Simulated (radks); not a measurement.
Results of a calculation; reference values are marked as such.
Mean orbital radii <r> (bohr) of the thulium ion Tm2+, [Xe] 4f13, at several levels of relativity; Dirac values are averaged over j with weights 2j + 1. Spin-unpolarised spherical Kohn-Sham, BLYP, point nucleus unless stated (finite: rms radius 5.2256 fm), a radial shooting solver on a logarithmic mesh with Libxc functionals. A level marked "c x" has the speed of light scaled by that factor and shares open shells by 2j + 1; other Dirac levels either fill j = l - 1/2 first or share by 2j + 1.

| shell | non-rel. | scalar-rel., finite nucleus | Dirac, 2j+1 shares | Dirac, 2j+1 shares, finite nucleus | change of magnitude, last against first (%) |
|---|---|---|---|---|---|
| 2p | 0.07887 | 0.07541 | 0.07500 | 0.07500 | -4.92 |
| 3s | 0.2383 | 0.2210 | 0.2205 | 0.2205 | -7.47 |
| 3p | 0.2282 | 0.2203 | 0.2195 | 0.2195 | -3.80 |
| 3d | 0.2011 | 0.1998 | 0.1999 | 0.1999 | -0.63 |
| 4s | 0.5363 | 0.4979 | 0.4977 | 0.4978 | -7.18 |
| 4p | 0.5469 | 0.5285 | 0.5275 | 0.5275 | -3.55 |
| 4d | 0.5741 | 0.5718 | 0.5721 | 0.5721 | -0.35 |
| 5s | 1.339 | 1.229 | 1.230 | 1.230 | -8.10 |
| 5p | 1.519 | 1.465 | 1.463 | 1.463 | -3.66 |
| 4f | 0.7615 | 0.8009 | 0.8021 | 0.8020 | +5.33 |
| 6s (empty) | 3.481 | 3.267 | 3.269 | 3.269 | -6.09 |
| 5d (empty) | 2.415 | 2.465 | 2.467 | 2.467 | +2.15 |
